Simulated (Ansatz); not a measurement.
`Cl[SiH2][GeH2][Cl]` + CH₃OH → `C[O][GeH2][Cl]` + `[SiH3]Cl` at 298.15 K and 1 bar (cleavage of the Ge–Si bond).

Calculated with Ansatz (gas phase, PBE0-D4/def2-TZVP geometries, no zero-point term in ΔE). CCSD(T)/CBS is the MP2 limit (def2-TZVPP, def2-QZVPP) plus CCSD(T) − MP2 in def2-TZVPP, frozen cores. This one scheme is used for every species. For Ge outer-core shells are correlated without core-valence functions, which leaves a few kJ/mol of doubt a bond. Scalar relativity is left out up to krypton. One conformer a species, not always the lowest.

| species | CCSD(T)/CBS energy (Eh) | H − E (kJ/mol) | S (J/(mol·K)) |
| --- | --- | --- | --- |
| `Cl[SiH2][GeH2][Cl]` | -3287.23796 | 116.1 | 371.2 |
| CH₃OH | -115.61712 | 146.3 | 238.2 |
| `C[O][GeH2][Cl]` | -2652.16457 | 174.6 | 353.3 |
| `[SiH3]Cl` | -750.69636 | 80.1 | 250.8 |

H − E and S are ideal-gas, rigid-rotor, harmonic terms from PBE0-D4/def2-TZVP, for one conformer and one mirror image of each species. 1 Eh = 2625.50 kJ/mol, R = 8.31446 J/(mol·K).

Task: By hand: ΔE, ΔH, ΔS and ΔG.

Result: ΔE = (-2652.16457) + (-750.69636) − (-3287.23796) − (-115.61712) = -0.00585 Eh = -15.4 kJ/mol. Δ(H − E) = 174.6 + 80.1 − 116.1 − 146.3 = -7.7, so ΔH = -23.1 kJ/mol. ΔS = 353.3 + 250.8 − 371.2 − 238.2 = -5.3 J/(mol·K). ΔG = -23.1 − 298.15 × (-5.3)/1000 = -21.5 kJ/mol.

Task: By hand: the equilibrium constant, and the temperature at which ΔG would vanish if ΔH and ΔS stayed fixed.

Result: log₁₀ K = −ΔG/(RT ln 10) = 3.8. ΔG = 0 at ΔH/ΔS = 4358 K, far beyond where these terms or the molecules hold.

The number of gas molecules stays the same, so ΔS is small and ΔH decides. A doubt of 5 kJ/mol in ΔE shifts log₁₀ K by 0.9 here. Other conformers and mirror images would add mixing entropy, several J/(mol·K) or more a flexible species. Modes under 60 cm⁻¹, often nearly free rotors, make the harmonic entropy too high. These are equilibria of isolated gas molecules and say nothing of rates. Largest T1 diagnostic: 0.011 (customary marks: 0.02 for closed shells, 0.045 for open ones).
